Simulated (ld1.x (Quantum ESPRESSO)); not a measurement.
# Transferability test, PAW potential for ruthenium

* Element: ruthenium (Ru)
* Generator: ld1.x (Quantum ESPRESSO) 7.5
* Type: PAW
* Functional: PBE
* Relativity: scalar-relativistic
* Frozen core: [Ar] 3d10 4s2
* Valence charge: 14
* Reference configuration: 4p6 4d7 5s1 5p0
* Partial waves: 5s (bound): rcut 2.60, rcutus 2.85 bohr; 5s channel at 0.15 Ry: rcut 2.60, rcutus 2.85 bohr; 4p (bound): rcut 1.50, rcutus 1.85 bohr; 5p (bound, empty): rcut 1.50, rcutus 1.85 bohr; 4d (bound): rcut 1.90, rcutus 2.30 bohr; 4d channel at 4.95 Ry: rcut 1.90, rcutus 2.30 bohr
* Local potential: all-electron potential smoothed inside 2.55 bohr (lloc = -1)
* Core correction: a·sin(br)/r model core, default radius (ld1.x builds one for every PAW set, though the input has nlcc=.false.)
* Augmentation charge: GAUSS, radius 1.70 bohr

Energies are relative to the spin-unpolarised reference configuration 4p6 4d7 5s1 5p0; without spin polarisation the order of configurations can differ from experiment. Not all tests gave a result: test run stopped at test 6 of 7 (negative rho).

Q: Give the all-electron excitation energy and the error of the potential for: 4p6 4d7 5s0 5p0; 4p6 4d6 5s0 5p0; 4p6 4d5 5s0 5p0; 4p6 4d6 5s1 5p0; 4p6 4d6 5s1 5p1.

A:

```csv
valence configuration,charge,ΔE all-electron (eV),error AE − PS (meV)
4p6 4d7 5s0 5p0,+1,7.292,-0.6
4p6 4d6 5s0 5p0,+2,25.479,-56
4p6 4d5 5s0 5p0,+3,56.101,-177
4p6 4d6 5s1 5p0,+1,10.112,-29
4p6 4d6 5s1 5p1,0,5.653,-22
```
